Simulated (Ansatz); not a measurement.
```yaml
crystal:
  periodic: [false, false, false]
  atoms:
    - {symbol: h, position_ang: [0.488853, -2.749559, -1.633930]}
    - {symbol: C, position_ang: [0.775760, -1.447266, -0.825336]}
    - {symbol: C, position_ang: [1.572526, -1.722635, 0.392948]}
    - {symbol: In, position_ang: [-1.012990, -0.269002, -0.384528]}
    - {symbol: C, position_ang: [-0.868597, 1.871884, 0.173829]}
    - {symbol: C, position_ang: [-1.940354, 2.227100, 1.251158]}
    - {symbol: C, position_ang: [0.477093, 2.239957, 0.523361]}
    - {symbol: H, position_ang: [-0.005095, -2.512937, -2.631637]}
    - {symbol: H, position_ang: [-0.141000, -3.365685, -1.129602]}
    - {symbol: H, position_ang: [1.441546, -3.200294, -1.849447]}
    - {symbol: H, position_ang: [1.404240, -0.800092, -1.525703]}
    - {symbol: H, position_ang: [1.847895, -0.871377, 0.945162]}
    - {symbol: H, position_ang: [2.482306, -2.300558, 0.199319]}
    - {symbol: H, position_ang: [0.983213, -2.314936, 1.095165]}
    - {symbol: H, position_ang: [-2.587966, -1.088284, -0.374432]}
    - {symbol: H, position_ang: [-1.160330, 2.357235, -0.729192]}
    - {symbol: H, position_ang: [-1.895139, 3.254824, 1.490840]}
    - {symbol: H, position_ang: [-2.877261, 1.980458, 0.981389]}
    - {symbol: H, position_ang: [-1.741477, 1.666135, 2.214970]}
    - {symbol: H, position_ang: [0.871260, 1.695118, 1.479268]}
    - {symbol: H, position_ang: [0.553334, 3.326263, 0.764951]}
    - {symbol: H, position_ang: [1.254878, 2.061115, -0.204746]}
basis:
  gaussian: {orbitals: def2-SVP}
hamiltonian: {xc: {name: B2GP-PLYP}}
output: {forces: true}
```

```sh
$ ansatz run in.yaml --threads 4 --pin off --events-out ev --progress --plain --max-ram 66560MiB --backend cpu
```

Shortened log:

```
Error: YAML parse error: error: line 4 column 16: `h` is not an element symbol (H … Og, case-exact)
 --> <input>:4:16
2 |   periodic: [false, false, false]
3 |   atoms:
4 |     - {symbol: h, position_ang: [0.488853, -2.749559, -1.633930]}
5 |     - {symbol: C, position_ang: [0.775760, -1.447266, -0.825336]}
6 |     - {symbol: C, position_ang: [1.572526, -1.722635, 0.392948]}
```

In this input an element symbol is wrong. The program refused the input.
